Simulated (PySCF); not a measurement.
Two-component Hartree-Fock for Ca⁻ (calcium, charge -1)

Start: [Ar] 3d1 4s2; 3d5/2 filled at m_j = +5/2. Calculated with PySCF 2.14 in x2c-TZVPall-2c with one added diffuse shell each of s, p, d type (7s8p4d, 51 functions): generalised Hartree-Fock with the X2C-1e Hamiltonian and a Gaussian nucleus; one run each with spin-orbit coupling (SO) screened by Boettger's factors, then bare. This is a chosen level, not necessarily the ground level.

```json
{"spinor shell": "1s1/2", "electrons": "2", "ε, screened SO (eV)": "-4081.9", "ε, bare SO (eV)": "-4081.9", "weight of nominal j (bare SO)": "1.000", "rms radius, bare SO (bohr)": "0.0888"}
{"spinor shell": "2s1/2", "electrons": "2", "ε, screened SO (eV)": "-458.77", "ε, bare SO (eV)": "-458.77", "weight of nominal j (bare SO)": "1.000", "rms radius, bare SO (bohr)": "0.393"}
{"spinor shell": "2p1/2", "electrons": "2", "ε, screened SO (eV)": "-370.82", "ε, bare SO (eV)": "-371.10", "weight of nominal j (bare SO)": "1.000", "rms radius, bare SO (bohr)": "0.360"}
{"spinor shell": "2p3/2", "electrons": "4", "ε, screened SO (eV)": "-366.98", "ε, bare SO (eV)": "-366.84", "weight of nominal j (bare SO)": "1.000", "rms radius, bare SO (bohr)": "0.363"}
{"spinor shell": "3s1/2", "electrons": "2", "ε, screened SO (eV)": "-58.733", "ε, bare SO (eV)": "-58.733", "weight of nominal j (bare SO)": "1.000", "rms radius, bare SO (bohr)": "1.24"}
{"spinor shell": "3p1/2", "electrons": "2", "ε, screened SO (eV)": "-33.914", "ε, bare SO (eV)": "-33.946", "weight of nominal j (bare SO)": "1.000", "rms radius, bare SO (bohr)": "1.37"}
{"spinor shell": "3p3/2", "electrons": "4", "ε, screened SO (eV)": "-33.492", "ε, bare SO (eV)": "-33.477", "weight of nominal j (bare SO)": "1.000", "rms radius, bare SO (bohr)": "1.38"}
{"spinor shell": "4s1/2", "electrons": "2", "ε, screened SO (eV)": "-2.510", "ε, bare SO (eV)": "-2.510", "weight of nominal j (bare SO)": "0.999", "rms radius, bare SO (bohr)": "4.64"}
{"spinor shell": "3d5/2", "electrons": "1", "ε, screened SO (eV)": "1.301", "ε, bare SO (eV)": "1.301", "weight of nominal j (bare SO)": "1.000", "rms radius, bare SO (bohr)": "10.5"}
```

```csv
quantity,screened SO,bare SO
E (hartree),-679.57331,-679.57410
M_J,5/2,5/2
⟨J²⟩,8.759,8.759
⟨L²⟩,6.007,6.007
⟨S²⟩,0.753,0.753
```

The configuration of this anion was assumed by filling the next shell in order. It is not the known or likely ground configuration (Ca⁻, Sr⁻ and Ba⁻, for instance, bind a p electron), so these values are not the electron affinity of the element. At GHF the highest occupied level has a positive energy, so only the finite basis holds that electron.
